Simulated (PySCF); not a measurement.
trans-(1R,2R)-1-chloro-2-methylcyclopropane (C4H7Cl), SMILES [C@@H]1(C)C[C@H]1Cl.

Geometry optimised at TPSSh-D3(BJ)/def2-SVP.

Computed with TPSSh-D3(BJ)/def2-SVP in PySCF.

Frequencies are harmonic and unscaled.

```tsv
mode	ν (cm⁻¹)	IR (km/mol)	moving atoms (share of kinetic energy)
1	193	0.3	H 53 %, C 34 %, Cl 13 %
2	209	0.3	H 59 %, C 32 %, Cl 8 %
3	264	0.7	C 53 %, H 37 %, Cl 10 %
4	346	4.0	C 44 %, Cl 33 %, H 23 %
5	413	0.4	C 54 %, H 42 %
6	668	17.9	C 48 %, H 31 %, Cl 21 %
7	800	7.4	H 58 %, C 42 %
8	857	1.7	H 50 %, C 50 %
9	905	10.6	H 68 %, C 32 %
10	943	6.9	C 55 %, H 43 %
11	1029	5.4	H 60 %, C 40 %
12	1059	15.3	H 61 %, C 39 %
13	1088	3.5	H 62 %, C 38 %
14	1094	1.0	H 80 %, C 20 %
15	1127	0.6	H 58 %, C 42 %
16	1188	0.7	H 54 %, C 46 %
17	1231	0.5	H 60 %, C 40 %
18	1271	30.4	H 79 %, C 21 %
19	1391	2.1	H 74 %, C 26 %
20	1420	1.7	H 68 %, C 32 %
21	1474	10.9	H 69 %, C 31 %
22	1482	2.7	H 96 %
23	1496	6.3	H 83 %, C 17 %
24	3028	32.1	H 97 %
25	3110	21.2	H 91 %, C 9 %
26	3113	18.6	H 91 %, C 9 %
27	3124	8.2	H 95 %
28	3153	6.8	H 92 %, C 8 %
29	3180	5.5	H 92 %, C 8 %
30	3225	3.1	H 89 %, C 11 %
```
